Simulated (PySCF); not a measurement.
**Where the electron goes**

Species: CH10N2OSi2.
Z-matrix (Å and degrees, GFN2-xTB geometry), rows numbered from 1:
```
C 
N   1  1.4431
Si  2  1.7219  1  121.17
O   3  1.6212  2  109.90  1   -49.70
N   3  1.7315  2  104.04  1  -169.66
Si  5  1.7241  3  125.92  2   172.86
H   1  1.0924  2  110.14  3   154.41
H   1  1.0957  2  112.78  3   -84.26
H   1  1.0870  2  108.36  3    35.37
H   2  1.0081  1  111.21  3   145.37
H   3  1.4612  2  117.63  1    63.71
H   4  0.9541  3  119.51  2   -63.24
H   5  1.0054  3  115.69  2   -26.24
H   6  1.4606  5  107.52  3   -47.72
H   6  1.4686  5  112.29  3    73.07
H   6  1.4655  5  105.42  3  -167.03
```

The calculation used TDDFT CAM-B3LYP/def2-SVPD, vertical, gas phase, core orbitals frozen in the response in PySCF 2.14.0, density-fitted response routines.

Frontier orbitals with the atoms that hold most of them (Löwdin shares over 4%, at most four atoms; ? is withheld):

| orbital | ε (eV) | atoms |
| --- | --- | --- |
| HOMO-3 | -10.87 | Si6 25%, O4 17%, H14 16%, H16 14% |
| HOMO-2 | -10.79 | O4 41%, N5 10%, N2 10%, Si6 10% |
| HOMO-1 | -8.89 | N5 52%, Si6 11%, Si3 10%, H15 8% |
| HOMO | ? | ? |
| LUMO | 0.89 | ? |
| LUMO+1 | 1.47 | C1 18%, Si6 13%, O4 13%, H7 6% |
| LUMO+2 | 1.57 | Si6 27%, O4 10%, H10 10%, Si3 8% |

Question: Give the leading atoms of the HOMO.

Answer: N2 (bonded to C, Si and H) 57%; C1 (bonded to N and 3 H) 12%; Si3 (bonded to 2 N, O and H) 7%; H8 (bonded to C) 6%.

Question: Give the leading atoms of the LUMO.

Answer: Si3 (bonded to 2 N, O and H) 20%; Si6 (bonded to N and 3 H) 19%; H13 (bonded to N) 10%; O4 (bonded to Si and H) 8%. By element: silicon 39%, hydrogen 10% or more, oxygen 8%.

Question: What is the HOMO energy, and the HOMO–LUMO gap?

Answer: ε(HOMO) = -8.30 eV; the gap is 9.19 eV (0.3377 hartree).

Question: The HOMO–LUMO gap is 9.19 eV. Where does the response calculation put the lowest singlet, and from which orbitals?

Answer: S1 is at 6.10 eV (f = 0.0018), 3.09 eV below the gap, made of HOMO→LUMO (65%), HOMO→LUMO+2 (17%). Without the coupling terms of the response equations the lowest excitation would equal the gap.

Next come S2 at 6.50 eV (f 0.011), HOMO-1→LUMO (66%), HOMO-1→LUMO+1 (13%), HOMO→LUMO+1 (13%); S3 at 6.88 eV (f 0.0070), HOMO→LUMO+1 (57%), HOMO→LUMO+3 (13%), HOMO→LUMO+2 (12%); S4 at 7.15 eV (f 0.056), HOMO→LUMO+2 (30%), HOMO→LUMO (24%), HOMO→LUMO+3 (15%); S5 at 7.33 eV (f 0.0044), HOMO-1→LUMO+4 (40%), HOMO-1→LUMO+3 (16%), HOMO→LUMO+4 (14%).

One conformer stands for the species.

Without π bonds the low states are Rydberg-like; a valence basis with one diffuse set may place them up to an eV too high.
